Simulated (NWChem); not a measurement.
System: MgNH3; SMILES [NH2][MgH]

Here is an NWChem input.

```
start job
memory heap 200 mb stack 900 mb global 1100 mb
geometry units angstroms
  Mg     0.287233    -0.696774    -0.038591
  H      0.464550    -2.384756    -0.091440
  N      0.090652     1.180197     0.020102
  H     -0.776576     1.695630    -0.015497
  H      0.832226     1.860650     0.096834
end
basis spherical
  * library 6-31g*
end
dft
  xc b3lyp
  iterations 150
end
driver
  maxiter 120
end
task dft optimize
task dft freq
```

The level has its own optimisation; frequencies are unscaled.

### Question
Give the results of this calculation. (B3LYP/6-31G* (spherical d).) Quantities: r H–Mg (Å); r Mg–N (Å); r H–N (Å); highest harmonic frequency (cm⁻¹); lowest (cm⁻¹); zero-point energy (kcal/mol); dipole (D).

### Answer
```json
{
 "r H–Mg (Å)": "1.706",
 "r Mg–N (Å)": "1.897",
 "r H–N (Å)": "1.015",
 "highest harmonic frequency (cm⁻¹)": "3615",
 "lowest (cm⁻¹)": "247",
 "zero-point energy (kcal/mol)": "17.9",
 "dipole (D)": "1.19"
}
```
